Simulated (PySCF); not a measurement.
A database entry of computed molecular properties. Lists by class give the value and the number of equivalent atoms.

```json
{
 "formula": "C4H14OSi2",
 "smiles": "CC(C)(C)[SiH2]O[SiH3]",
 "inchi": "InChI=1S/C4H14OSi2/c1-4(2,3)7-5-6/h7H2,1-3,6H3",
 "charge": 0,
 "multiplicity": 1,
 "geometry_level": "PBE0-D3(BJ)/def2-SVP",
 "electronic_structure_code": "PySCF",
 "results": {
  "PBE0-D3(BJ)/def2-SVP geometry optimisation, gas phase": {
   "point_group": "C1",
   "rotational_constants_GHz": [2.982, 0.984, 0.908]
  },
  "PBE0/def2-SVPD ground state, ΔSCF and vertical TDDFT (core frozen in the response)": {
   "dipole_D": 1.01,
   "homo_eV": -7.67,
   "lumo_eV": 0.0,
   "S1_eV": 6.53,
   "strongest_line_of_10_singlets_eV": 8.12,
   "T1_tda_eV": 6.31,
   "polarisability_au": 105.8,
   "vertical_ip_eV": 9.37,
   "r2_bohr2_about_centre_of_nuclear_charge": 1461.0,
   "singlets_eV_and_f": [
    [6.53, 0.001],
    [7.13, 0.038],
    [7.19, 0.0],
    [7.65, 0.007],
    [7.8, 0.006],
    [7.88, 0.019],
    [8.02, 0.073],
    [8.06, 0.055],
    [8.12, 0.075],
    [8.16, 0.01]
   ],
   "triplets_tda_eV": [6.31, 6.84, 6.96, 7.26]
  },
  "B3LYP/pcSseg-1 ground state and GIAO shieldings, non-relativistic": {
   "shift_vs_computed_TMS_C_by_class_ppm": [
    [26.4, 3],
    [20.6, 1]
   ],
   "shift_vs_computed_TMS_H_by_class_ppm": [
    [5.0, 3],
    [4.6, 2],
    [0.99, 9]
   ],
   "shielding_other_nuclei_by_class_ppm": [
    ["O", 320.2, 1],
    ["Si", 345.6, 1],
    ["Si", 383.4, 1]
   ]
  }
 }
}
```

The dipole matches unit charges of opposite sign 0.21 Å apart (1 e·Å = 4.8032 D). The polarisability is 15.67 Å³ as a volume (1 au = 0.148185 Å³), or 1.43 au for each of the 74 electrons. The vertical singlet–triplet gap S1 − T1 is 0.22 eV (TDDFT singlet less Tamm–Dancoff triplet; S1: HOMO→LUMO, weight 0.96; T1: HOMO→LUMO, weight 0.91). No computed singlet falls in the visible range (750 to 380 nm, 1.65 to 3.26 eV); S1 lies 3.27 eV above its blue end. With B = h/(8π²I), that is 505.379 GHz u Å² over I, the principal moments of inertia are 169.5, 513.6 and 556.8 u Å² (most abundant isotopes).

 NMR classes are plain means over equivalent atoms (diastereotopic ones count apart unless rotation or inversion swaps them), as if these changed places fast; in this geometry the members of some classes differ.

Conformer computed: `[CH3:1][C:2]([CH3:3])([CH3:4])[SiH2:5][O:6][SiH3:7]`: C1–C2–Si5–O6 -178°, C2–Si5–O6–Si7 -61°.

One conformer stands for the species.
